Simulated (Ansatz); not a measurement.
Ansatz (an electronic-structure program) input (CCSD(T)/cc-pVDZ):

Ansatz 0.2 input:
```yaml
crystal:
  periodic: [false, false, false]
  atoms:
    - {symbol: C, position_ang: [-2.79245400, -0.29001883, -0.32287993]}
    - {symbol: C, position_ang: [-1.38119391, -0.60926901, -0.80832797]}
    - {symbol: C, position_ang: [-0.30097050, 0.03479245, 0.05717139]}
    - {symbol: C, position_ang: [1.10983467, -0.28939626, -0.43514003]}
    - {symbol: C, position_ang: [2.22176687, 0.32360315, 0.38618814]}
    - {symbol: O, position_ang: [2.13753294, 1.00869953, 1.34258357]}
    - {symbol: H, position_ang: [-2.94550082, -0.64485228, 0.69884525]}
    - {symbol: H, position_ang: [-3.54649748, -0.76046163, -0.95608220]}
    - {symbol: H, position_ang: [-2.97530945, 0.78690916, -0.32939627]}
    - {symbol: H, position_ang: [-1.23503897, -1.69427521, -0.82253240]}
    - {symbol: H, position_ang: [-1.26463979, -0.27249508, -1.84360569]}
    - {symbol: H, position_ang: [-0.40490248, -0.29977297, 1.09259949]}
    - {symbol: H, position_ang: [-0.43445283, 1.11958303, 0.07326712]}
    - {symbol: H, position_ang: [1.29679713, -1.36767200, -0.45058902]}
    - {symbol: H, position_ang: [1.26738236, 0.04517173, -1.46524450]}
basis:
  gaussian:
    orbitals: cc-pVDZ
magnetization: {spin_polarized: true, initial_magnetization: 1}
correlation: {method: ccsd_t, electrons: outside_noble_gas}
```

End of the output:

```
reference -7331.43754258 eV, -269.4253602630 hartree; 18, 17 occupied and 105, 106 virtual orbitals, 1171 factors
second order -23.44350512 eV of doubles, -0.00000000 eV of singles
coupled cluster: 4.33 GiB planned
cycle   1  -24.32139549 eV  change   -8.8e-1 eV  update   1.2e-1
cycle   2  -24.97987559 eV  change   -6.6e-1 eV  update   3.7e-2
cycle   3  -25.17448652 eV  change   -1.9e-1 eV  update   2.2e-2
cycle   4  -25.17468575 eV  change   -2.0e-4 eV  update   6.5e-3
cycle   5  -25.17402521 eV  change    6.6e-4 eV  update   3.2e-3
cycle   6  -25.17391855 eV  change    1.1e-4 eV  update   1.3e-3
cycle   7  -25.17378058 eV  change    1.4e-4 eV  update   5.9e-4
cycle   8  -25.17400953 eV  change   -2.3e-4 eV  update   2.2e-4
cycle   9  -25.17404460 eV  change   -3.5e-5 eV  update   6.9e-5
cycle  10  -25.17400926 eV  change    3.5e-5 eV  update   2.7e-5
perturbative correction -0.81017213 eV, -0.0297732766 hartree
Total energy: -7357.42172397 eV, -270.3802613163 hartree
```

It need not be the lowest isomer of its formula.
